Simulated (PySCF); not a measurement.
# Zn⁺: interval between two levels

Zn⁺ [Ar] 3d10 4s1 [2S1/2, M_J = 1/2] → Zn⁺ [Ar] 3d10 4d1 [2D5/2, M_J = 5/2], as a difference of total energies. Computed with PySCF 2.14 in x2c-TZVPall-2c with one added diffuse shell each of s, p, d type (7s8p5d1f, 63 functions), with the two-component X2C-1e Hamiltonian. Correlated levels: [Ne] frozen; the 6 highest virtual spinors dropped. "Screened" scales the spin-orbit matrix elements by Boettger's factors to mimic the two-electron term; Breit and QED terms are absent.

```json
{"method": "GHF (spin-free)", "interval between two levels (cm⁻¹)": "89376"}
{"method": "GMP2 (spin-free)", "interval between two levels (cm⁻¹)": "95813"}
{"method": "GHF (screened spin-orbit)", "interval between two levels (cm⁻¹)": "89399"}
{"method": "GMP2 (screened spin-orbit)", "interval between two levels (cm⁻¹)": "95836"}
```

Errors of the correlated levels include the incompleteness of this basis and the frozen core.

For comparison: 96961 cm⁻¹ (measured; NIST Handbook of Basic Atomic Spectroscopic Data (Sansonetti and Martin, J. Phys. Chem. Ref. Data 34, 1559 (2005))).
